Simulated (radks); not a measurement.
Task: These are the eigenvalues of the occupied orbitals of an atom or ion with whole-number occupations (Ry). Calculated with a radial shooting solver on a logarithmic mesh with Libxc functionals: non-relativistic Kohn-Sham, r2SCAN, spin-polarised, spherical densities, point nucleus; meta-GGA in the generalised Kohn-Sham scheme.

1s: -4433.326
2s: -728.1264
2p: -696.7473
3s: -167.3460
3p: -152.9198
3d: -126.0971
4s: -35.49699
4p: -29.49519
4d: -18.63816
5s: -7.16301
5p: -5.45877
4f: -4.74637

Which element is it, and in what charge state? The configuration may be excited. Open shells, if any, are filled with parallel spins first.

Result: Z = 72, hafnium, charge +4: Hf4+ in [Xe] 4f14. The list shows which subshells hold electrons but not how many an open one holds; the 1s level, -2216.7 hartree, gives Z - s = 66.6 by -(Z - s)^2/2, which with screening narrows Z to a few neighbours, and the depths of the outer levels then fix element, charge and occupations together.
